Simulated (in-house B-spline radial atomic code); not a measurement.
A run on an ion of nuclear charge 59 with 59.2 electrons that did not converge. Method: scalar-relativistic (X2C) PBE0, spin-polarised, spherical fractional occupations, Fermi nucleus of rms radius 4.8919 fm; computed with an all-electron radial atomic-structure program (B-spline basis).

Command:
```bash
python run_scf.py task.json out
```
Settings (nuclear radius in fm, mass in u):
```
Z                59
configuration    [Xe] 4f3.2 6s2
hamiltonian      x2c
method           pbe0
spin_polarised   True
nucleus          fermi
rms_radius       4.8919
atomic_mass      140.90766
speed_of_light   137.035999084
```

First and last ten iterations of the last attempt (damped for 15 steps, keeping 80 % of the old Fock matrix, then DIIS):
```
 iter        energy (Eh)    residual
    1       -9226.205448    4.75e-01
    2       -9226.215263    5.36e-01
    3       -9231.336996    3.40e-01
    4       -9233.904839    2.04e-01
    5       -9235.128228    1.22e-01
    6       -9235.680830    7.56e-02
    7       -9235.917446    4.75e-02
    8       -9236.014052    2.85e-02
    9       -9236.052431    2.09e-02
   10       -9236.067942    1.53e-02
  111       -9232.541051    1.51e-01
  112       -9232.541206    1.51e-01
  113       -9232.540261    1.51e-01
  114       -9232.540396    1.51e-01
  115       -9232.541307    1.51e-01
  116       -9232.541745    1.51e-01
  117       -9236.082460    1.75e-03
  118       -9236.082464    1.75e-03
  119       -9236.082457    1.78e-03
  120       -9232.567092    1.50e-01
 not converged after 120 iterations
```

The smallest residual met was 1.8e-03; the threshold is about 6e-07. No energy from this run should be used. The likely cause: this method binds the added charge weakly or not at all at the basis-set limit, so charge moves back and forth between the atom and the box. Time taken, with all properties: 5.8 s on 1 thread of Intel(R) Xeon(R) 6975P-C, with other jobs on the host.
